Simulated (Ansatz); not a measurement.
The same path of C2H10NSbSi (15 atoms, charge 0, multiplicity 1) was run 3 times with different band settings. The coordinate that changes most is the dihedral C2–Si3–Sb5–H15.

Level of theory: RKS B3LYP/def2-SVP in Ansatz 0.2.0.

Relaxed end points:

```xyz
15
Properties=species:S:1:pos:R:3
C -1.005 1.125 1.520
C -0.189 0.993 0.226
Si 0.576 -0.719 -0.043
N -0.689 -1.922 -0.029
Sb 2.056 -0.777 -2.229
H -1.462 2.125 1.610
H -0.376 0.969 2.411
H -1.814 0.379 1.559
H 0.631 1.733 0.198
H -0.818 1.222 -0.655
H 1.484 -1.080 1.091
H -1.411 -1.898 -0.745
H -0.452 -2.885 0.192
H 2.691 0.799 -1.925
H 0.756 -0.113 -3.153
```

```xyz
15
Properties=species:S:1:pos:R:3
C -1.074 1.108 1.629
C -0.512 1.084 0.200
Si 0.462 -0.484 -0.230
N -0.571 -1.874 -0.011
Sb 1.393 -0.228 -2.691
H -1.668 2.018 1.818
H -0.266 1.079 2.379
H -1.722 0.236 1.817
H 0.149 1.952 0.025
H -1.331 1.186 -0.537
H 1.603 -0.680 0.715
H -1.416 -1.968 -0.569
H -0.141 -2.786 0.122
H 2.453 -1.568 -2.456
H 2.620 0.873 -2.181
```

Common settings: optimiser quadratic models (default); start path through a guess of the saddle point; force threshold 0.05 eV/Å; end points relaxed.

| run | movable images | climbing image | spring | iteration limit |
| --- | --- | --- | --- | --- |
| 1 | 5 | yes | 5.0 eV/Å² | 42 |
| 2 | 5 | yes | 0.5 eV/Å² | 41 |
| 3 | 6 | no | 5.0 eV/Å² | 41 |

Problem. What does each run give, and how far can it be trusted?

Solution. Run 1: converged after 8 iterations, highest image 0.040 eV above the first end. A vibrational analysis at the climbing image gives one clearly imaginary mode, 87i cm⁻¹: a first-order saddle point.
Run 2: converged after 7 iterations, highest image 0.040 eV above the first end. Another band between the same ends (5 images) ends at a top of the same energy, where a vibrational analysis finds 1 clearly imaginary mode.
Run 3: converged after 8 iterations, highest image 0.039 eV above the first end. No image climbed, so the highest image needn't sit at the top of the path.
